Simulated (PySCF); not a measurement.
# Checking a proposed structure

A compound C5H3F5 gives the data below (simulated from a calculation) and was assigned the structure `F[C@H](C(F)(F)F)C1(F)C=C1`.

¹³C{¹H} NMR (computed): δ 163.0 (CH), 155.8 (C), 129.7 (C), 114.9 (CH), 108.7 (CH).

¹H NMR (300 MHz, computed): δ 7.08 (m, 1H), 6.95 (m, 1H), 6.24 (m, 1H).

Calculated, not measured (PySCF 2.14.0 with density-fitted response routines): GFN2-xTB geometry, shieldings: GIAO PBE0/pcSseg-1. One averaged value for each set of equivalent atoms, non-relativistic Hamiltonian, in vacuum, one conformer.

Scale: ¹H (31.72 ppm), ¹³C (186.93 ppm) against TMS (reference shieldings calculated alike).

**Question.** Compare with the shifts computed for the proposed structure, pairing carbons in order of shift.

**Answer.** Atom-mapped SMILES (the numbers label the heavy atoms): `[F:1][C@H:2]([C:3]([F:4])([F:5])[F:6])[C:7]1([F:8])[CH:9]=[CH:10]1`; H(Xn) means a hydrogen on atom n.

```csv
atom,computed for proposal,given list,difference
C3,132.3,163.0,-30.7
C9,128.6,155.8,-27.2
C10,126.0,129.7,-3.7
C2,92.8,114.9,-22.1
C7,75.2,108.7,-33.5
```

The rms difference is 25.8 ppm and the largest -33.5 ppm at C7 (three-membered-ring carbon). The carbon types in order of shift don't match either: C, CH, CH, CH, C for the proposal against CH, C, C, CH, CH in the data. The proposal doesn't fit.

**Question.** Which isomer fits?

**Answer.** SMILES F/C=C\C=C(\F)C(F)(F)F.

- Carbon types of the structure: 2 × C, 3 × CH, which accounts for all hydrogens.
- δC 163.0, 114.9, 108.7: alkene CH; the olefinic region.
- δC 155.8: fully substituted alkene carbon; as expected for a trigonal carbon in a double bond.
- δC 129.7: CF3 carbon; 3 electronegative neighbours deshield it.
- δH 7.08, 6.95, 6.24: hydrogen on an alkene CH; attached to an sp2 carbon and in the plane of the double bond.

The data come from this structure; uniqueness wasn't tested.

Splittings by ¹⁹F in the carbon and heteronuclear signals aren't shown, as no couplings were computed. Shifts are as computed. Against solution values, carbons near 30 ppm lie about +3 ppm off and those near 130 ppm about +5 ppm (rms about the fit 2.1 ppm; single classes can miss by 10 ppm). Of 1328 compounds with measured shifts, 309 miss one by over three times the rms of a fit or turn the order of signals round; such compounds aren't used in these exercises. Signals without a measured value on file couldn't be tested in this way; 1H shifts scatter by 0.2 ppm about their fit, and single ones miss by 0.5 ppm. Multiplicities follow the n + 1 count of equivalent neighbours, as no J values were calculated; m marks all less simple cases, F and P coupling included.
